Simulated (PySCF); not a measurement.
Krypton: a sound run and one with changed settings

Sound run: Kr [Kr], Kr+ [Ar] 3d10 4s2 4p5. All numbers are calculated (PySCF 2.14, scalar relativity through the core potential, in aug-cc-pVDZ-PP with ECP10MDF). The sound run starts from symmetry-adapted Hartree-Fock orbitals and uses a fine grid where one is needed.

Changed run: initial guess minao, at most 2 SCF cycles. This setting is unsound on purpose.

```tsv
species	method	sound run (hartree)	changed run (hartree)	converged
Kr	UHF	-462.18031	-462.17178	no
Kr	M06-2X	-463.73949	-463.70397	no
Kr	r2SCAN	-463.42915	-463.33222	no
Kr+	UHF	-461.69702	-461.68796	no
Kr+	M06-2X	-463.22266	-463.18677	no
Kr+	r2SCAN	-462.90684	-462.81557	no
```

The SCF was stopped early; the energies are upper bounds that still move, and correlated levels were skipped or rest on poor orbitals.
